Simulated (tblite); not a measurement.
C₇H₈N (doublet state).
SMILES: `[C@@H]1(N([CH]C=C1)C)C#C`

Computed values, GFN2-xTB/tblite, gas phase, harmonic and unscaled. This tight-binding method is rough: wavenumbers can miss measured ones by several per cent, in bad cases by 10 to 20. Open shells enter through the occupations alone, without spin polarisation, and single modes of such species can be off by tens of per cent.

Harmonic wavenumbers (cm⁻¹): 78.3, 99.1, 123.1, 155.0, 266.7, 310.1, 411.1, 491.5, 501.1, 593.7, 610.4, 637.5, 662.0, 664.9, 791.9, 832.3, 876.0, 959.2, 1028.5, 1064.2, 1085.1, 1097.2, 1106.9, 1176.1, 1208.6, 1228.0, 1261.6, 1376.5, 1413.0, 1436.2, 1464.2, 1481.8, 1499.4, 2272.6, 2747.1, 2889.8, 2969.1, 3021.3, 3144.0, 3159.1, 3177.9, 3382.4.

A = 3118, B = 2145, C = 1439 MHz; mass 106.066 u (most abundant isotopes); point group C1, symmetry number 1; spin multiplicity 2.

What is the zero-point energy?

Half the sum of the wavenumbers: 27377 cm⁻¹ = 78.28 kcal/mol.

What is S at 298.15 K and 1 bar for an ideal gas of classical rigid rotors and harmonic oscillators?

Translation 39.92, rotation 27.90, vibration 21.54, spin (R ln 2) 1.38: S = 90.7 cal/(mol K).

And Cp and H(298.15 K) − H(0)?

Cp = 32.91 cal/(mol K), of which vibrations give 24.96 (their classical limit is 42 R = 83.5); H(298.15 K) − H(0) = 5.93 kcal/mol without the zero-point energy, 3.56 from vibrations.

Which modes carry the vibrational entropy at 298.15 K?

78.3 cm⁻¹: 3.93; 99.1 cm⁻¹: 3.47; 123.1 cm⁻¹: 3.05; 155.0 cm⁻¹: 2.61; 266.7 cm⁻¹: 1.62; 310.1 cm⁻¹: 1.36 cal/(mol K); the other 36 give 5.50 together.

How do the functions run with temperature in this model?

| T (K) | S (cal/(mol K)) | Cp (cal/(mol K)) | H − H(0) (kcal/mol) | G − H(0) (kcal/mol) | ln q(vib) |
| --- | --- | --- | --- | --- | --- |
| 150 | 73.2 | 19.8 | 2.04 | -8.95 | 1.93 |
| 250 | 85.3 | 28.5 | 4.45 | -16.89 | 3.87 |
| 400 | 101.6 | 41.5 | 9.73 | -30.93 | 6.91 |
| 600 | 121.1 | 54.4 | 19.41 | -53.25 | 11.04 |
| 900 | 145.7 | 66.5 | 37.71 | -93.40 | 16.98 |

q(vib) and H(0) count from the zero-point level.

Blend soft modes into free rotors: weight 1/[1 + (100 cm⁻¹/ν̃)⁴] for the oscillator and the rest for a rotor with moment μB/(μ + B), μ = h/(8π²ν), B = 10⁻⁴⁴ kg m². What vibrational entropy results?

20.49 cal/(mol K) in place of 21.54, which changes −T·S at 298.15 K by +0.31 kcal/mol.

What must be added to the electronic energy to get the Gibbs energy at 298.15 K and 1 bar?

ZPE + [H(298.15 K) − H(0)] − T·S = 78.28 + 5.93 − 27.05 = 57.16 kcal/mol.

Hindered rotation and anharmonicity are outside this model. The structure is chiral; the term R ln 2 for an equal mix with its mirror image is left out.
